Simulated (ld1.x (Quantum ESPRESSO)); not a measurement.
# Which change was made? (Rh, TM)

Rh (Z = 45), norm-conserving Troullier–Martins (Kleinman–Bylander form), made with ld1.x (Quantum ESPRESSO) 7.5 (BLYP, fully relativistic). Core [Kr], reference 4d8 5s1 5p0. Waves: 5p (bound, empty): rc 2.60 bohr; 4d (bound): rc 1.75 bohr; 5s (bound): rc 2.65 bohr. Local part: the s channel. Core correction: a·sin(br)/r model core, default radius (core density twice the valence density).

Open shells are filled in proportion to 2j + 1 (rel_dist='average').

Cutoffs, loose and tight: the cutoffs (Ry, on a coarse ladder) from which the occupation-weighted sum of valence levels, in a spherical-Bessel basis at the reference potential, stays within 10 and 1 mRy of its value at 400 Ry. They do not see the model core or the augmentation charge, which bear on the density cutoff. Test errors are all-electron minus pseudo excitation energies from the reference, over the configurations 4d8 5s0 5p0; 4d7 5s0 5p0; 4d6 5s0 5p0; 4d5 5s0 5p0; 4d7 5s2 5p0; 4d8 5s0.5 5p0; 4d7 5s1 5p1; variants that change the core or the reference have their own tests. The largest error is taken over the tests solved by every variant that gives reliable tests at all, those not shown here included: 4d5 5s0 5p0; 4d6 5s0 5p0; 4d7 5s0 5p0; 4d7 5s2 5p0; 4d8 5s0 5p0; 4d8 5s0.5 5p0.

The base gives: outcome: generated; cutoff, loose: 55 Ry; cutoff, tight: 70 Ry; bound ghosts: none; largest test error (meV): -1785.

Question: After one change the result is: outcome: generated; cutoff, loose: 40 Ry; cutoff, tight: 55 Ry; bound ghosts: none; largest test error (meV): -1964. Which change was it?
A. all radii but the core radius scaled by about 1.39 (s 3.70, p 3.62, d 2.44 bohr)
B. all radii but the core radius scaled by about 0.84 (s 2.22, p 2.18, d 1.46 bohr)
C. all radii but the core radius scaled by about 0.75 (s 2.00, p 1.96, d 1.32 bohr)

Answer: A. The others give: all radii but the core radius scaled by about 0.75 (s 2.00, p 1.96, d 1.32 bohr) → outcome: generated; cutoff, loose: 70 Ry; cutoff, tight: 80 Ry; bound ghosts: p3/2, p1/2; largest test error (meV): -1783 | all radii but the core radius scaled by about 0.84 (s 2.22, p 2.18, d 1.46 bohr) → outcome: generated; cutoff, loose: 60 Ry; cutoff, tight: 80 Ry; bound ghosts: p1/2, p3/2; largest test error (meV): -1807.
